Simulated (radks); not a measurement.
Values are calculated unless marked as measured or tabulated.
The mean radii <r> (bohr) of the occupied orbitals of an atom or ion are listed with their occupations. Code: a radial shooting solver on a logarithmic mesh with Libxc functionals. Model: Dirac Kohn-Sham, PBE, spin-unpolarised, spherical densities, point nucleus.

orbital  occ.      <r>
1s1/2       2  0.03609
2s1/2       2   0.1577
2p1/2       2   0.1346
2p3/2       4   0.1391
3s1/2       2   0.4430
3p1/2       2   0.4386
3p3/2       4   0.4491
3d3/2       4   0.4310
3d5/2       6   0.4345
4s1/2       2    1.160
4p1/2       2    1.283
4p3/2       4    1.314
5s1/2       1    3.738
4d3/2       4    2.206

Name the element and its charge. Open shells, if any, fill j = l - 1/2 first.

Answer. Z = 41, niobium, charge 0: Nb in [Kr] 4d4 5s1. The 1s radius gives Z: for a bare nucleus <r> = (2 gamma + 1)/(2Z) with gamma = sqrt(1 - (Z/c)^2), 0.03547 bohr for Z = 41, and screening makes it slightly larger (0.03609 here). The occupations add up to 41, and the charge is Z minus that.
